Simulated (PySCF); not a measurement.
C4H7FO, SMILES C[C@@]1(F)CCO1. Geometry optimised at PBE-D3(BJ)/def2-SVP. The structure was generated by enumeration; whether it is a known compound was not checked.

Method: PBE-D3(BJ)/def2-SVP in PySCF 2.14.0.

Harmonic wavenumbers (cm⁻¹): 84, 230, 298, 364, 432, 489, 661, 754, 859, 866, 906, 940, 981, 1009, 1122, 1124, 1154, 1169, 1205, 1264, 1306, 1352, 1394, 1403, 1406, 1459, 2964, 2988, 3017, 3029, 3089, 3094, 3102. Rotational constants (GHz): 5.506, 3.308, 3.042; symmetry number 1.

Work out the zero-point energy and the ideal-gas rigid-rotor harmonic-oscillator thermochemistry at 298.15 K and 1 atm.

ZPE = ½ Σ hcν = ½ × 45513 cm⁻¹ = 272.23 kJ/mol. H − E(el) = 290.66 kJ/mol. Entropy in J/(mol K): translation 164.88, rotation 109.47, vibration 48.18, total 322.53. G − E(el) = 194.50 kJ/mol. Cp = 100.74 J/(mol K). Modes under 150 cm⁻¹ make the vibrational entropy uncertain.
